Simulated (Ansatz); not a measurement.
Geometry optimisation, Ansatz 0.2.0, RKS r2SCAN/def2-SVP.

Input file:

```yaml
crystal:
  periodic: [false, false, false]
  atoms:
    - { symbol: Si, position_ang: [0.089126, -0.454059, -0.485575] }
    - { symbol: O, position_ang: [0.199477, 0.024568, 2.35855] }
    - { symbol: Si, position_ang: [-1.221554, -0.257515, 3.209873] }
    - { symbol: H, position_ang: [-2.07495, -1.286395, 2.541045] }
    - { symbol: H, position_ang: [-0.916367, -0.722834, 4.59699] }
    - { symbol: H, position_ang: [-1.95036, 1.037281, 3.258582] }
    - { symbol: H, position_ang: [1.111973, 0.569288, -0.164342] }
    - { symbol: H, position_ang: [-1.271285, -0.132263, 0.008509] }
    - { symbol: H, position_ang: [0.039513, -0.669945, -1.959438] }
    - { symbol: Br, position_ang: [0.751062, -2.484658, 0.350678] }
    - { symbol: H, position_ang: [0.873165, -0.688966, 2.427227] }
basis:
  gaussian: { orbitals: def2-SVP }
hamiltonian:
  xc: r2scan
relax:
  f_tol: 0.03
  max_steps: 50
```

Command:

```bash
$ ansatz run input.yaml --threads 4 --pin off --max-ram 5120MiB --backend cpu --events-out ev --progress --plain --runs-dir out
```

Problem. Where does it end, and by what steps?

Solution. It converged. After 5 steps the energy has fallen by 0.040 eV; O2 moved furthest, 0.16 Å.

| step | energy less start (eV) | largest force component (eV/Å) | accepted |
| --- | --- | --- | --- |
| 0 | 0.0000 | 0.547 | yes |
| 1 | -0.0283 | 0.249 | yes |
| 2 | -0.0332 | 0.149 | yes |
| 3 | -0.0378 | 0.105 | yes |
| 4 | -0.0378 | 0.131 | yes |
| 5 | -0.0399 | 0.030 | yes |

```xyz
11
Properties=species:S:1:pos:R:3
Si 0.099 -0.472 -0.581
O 0.242 0.023 2.512
Si -1.217 -0.249 3.288
H -2.043 -1.269 2.570
H -1.014 -0.718 4.693
H -1.926 1.057 3.295
H 1.085 0.586 -0.247
H -1.262 -0.165 -0.074
H 0.056 -0.692 -2.052
Br 0.789 -2.418 0.314
H 0.820 -0.748 2.425
```

Time of the run: 13 s on 4 threads of Arm Neoverse V2 (shared host), peak memory 0.19 GiB.
